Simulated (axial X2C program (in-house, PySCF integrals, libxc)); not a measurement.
Ionising In₂

All values come from calculations with an in-house relativistic program for diatomic molecules, spin-free (one-electron X2C) or two-component (2c: spin–orbit coupling with atomic mean-field Coulomb and Gaunt terms, which also bring small scalar terms), in Dyall basis sets with cores contracted in-house; open shells are unrestricted.

Basis sets: In dyall-cv3z. Frozen shells (counts by l): In₂ In 4s3p2d, 6 electrons correlated; In₂⁺ In 4s3p2d, 5 electrons correlated. Where the outer core of a metal is frozen, bonds come out longer and ionisation energies lower.

| Hamiltonian | level | In₂ state | Re (Å) | ωe (cm⁻¹) | De (eV) |
| --- | --- | --- | --- | --- | --- |
| spin-free | HF | M_S = 1, Λ = 1 | 3.101 | 113.1 | 0.59 |
| spin-free | PBE0 | M_S = 1, Λ = 1 | 3.037 | 113.4 | 1.25 |
| spin-free | MP2 | M_S = 1, Λ = 1 | 3.061 | 118.9 | 1.04 |
| 2c | PBE0 | Ω = 1 | 3.031 | 112.5 | n/a |

Adiabatic ionisation energy (minimum to minimum, no zero-point term) and constants of In₂⁺:

```csv
Hamiltonian,level,In₂⁺ state,IE (eV),Re (Å),ωe (cm⁻¹),De (eV),fragments
spin-free,HF,"M_S = 1/2, Λ = 0",4.71,3.675,66.4,1.10,In+ + In
spin-free,PBE0,"M_S = 1/2, Λ = 0",5.44,3.603,65.1,1.43,In+ + In
spin-free,MP2,"M_S = 1/2, Λ = 0",5.23,3.610,68.8,1.21,In+ + In
2c,PBE0,Ω = 1/2,5.36,3.605,64.7,n/a,In+ + In
```

Question: Add the zero-point terms to the ionisation energy at PBE0, 2c, and say whether the electron removed was bonding.

Answer: IE0 = IE + (ωe⁺ − ωe)/2 = 5.36 + (-0.003) = 5.36 eV. Re changes by 0.574 Å, so the bond lengthens, as on loss of a bonding electron.

Each entry is the lowest single determinant of a limited PBE0 search at one distance. De goes to single-determinant-based atoms at the same level (for ions the charge split of lowest energy) and is withheld (n/a) where an atom does not fit its ground term or J level. Main or longest-lived isotopes. One determinant is a doubtful description, or other states lie close, for In₂; these need not be ground states, and all values refer to the states named. With several unpaired electrons the Ω given is that of one determinant, not necessarily of the lowest component. The functionals have no current term, which raises determinants with orbital currents.
